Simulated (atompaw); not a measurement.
Reading a pseudo-wave (Ag)

Columns: radius, all-electron u(r) and pseudo u(r) of the 4d shell (level -7.66 eV) of silver in the configuration [Kr] 4d10 5s1 5p0; LDA (PW92), scalar-relativistic, PAW (atompaw) scheme, atompaw 4.2.0.5.

| r (bohr) | all-electron | pseudo |
| --- | --- | --- |
| 0.115 | -0.2666 | 0.0032 |
| 0.231 | -0.4485 | 0.0246 |
| 0.346 | -0.2497 | 0.0773 |
| 0.462 | 0.0960 | 0.1670 |
| 0.577 | 0.4162 | 0.2874 |
| 0.692 | 0.6524 | 0.4259 |
| 0.808 | 0.7998 | 0.5654 |
| 0.923 | 0.8720 | 0.6843 |
| 1.038 | 0.8915 | 0.7692 |
| 1.154 | 0.8762 | 0.8129 |
| 1.269 | 0.8401 | 0.8159 |
| 1.385 | 0.7920 | 0.7869 |
| 1.500 | 0.7389 | 0.7391 |
| 1.615 | 0.6843 | 0.6845 |
| 1.731 | 0.6300 | 0.6300 |
| 1.846 | 0.5785 | 0.5785 |
| 1.962 | 0.5295 | 0.5295 |
| 2.077 | 0.4843 | 0.4843 |
| 2.192 | 0.4424 | 0.4424 |
| 2.308 | 0.4036 | 0.4036 |
| 2.423 | 0.3683 | 0.3683 |
| 2.538 | 0.3360 | 0.3360 |
| 2.654 | 0.3063 | 0.3063 |
| 2.769 | 0.2794 | 0.2794 |
| 2.885 | 0.2547 | 0.2547 |
| 3.000 | 0.2324 | 0.2324 |

(1) How many radial nodes do the two functions have?

(2) At about which radius was the pseudo-wave matched?

(3) Is the pseudo-wave norm-conserving?

## Answers

(1) The all-electron 4d function has n − l − 1 = 1; the pseudo-wave has 0, since the states of the same l below it are removed with the core.

(2) 1.70 bohr. The columns agree to 0.0005 from 1.50 bohr on; several derivatives are matched, so the curves merge somewhat inside the radius.

(3) No, it belongs to a PAW set: the norm inside the radius is not constrained, and the difference is carried by the augmentation charge.
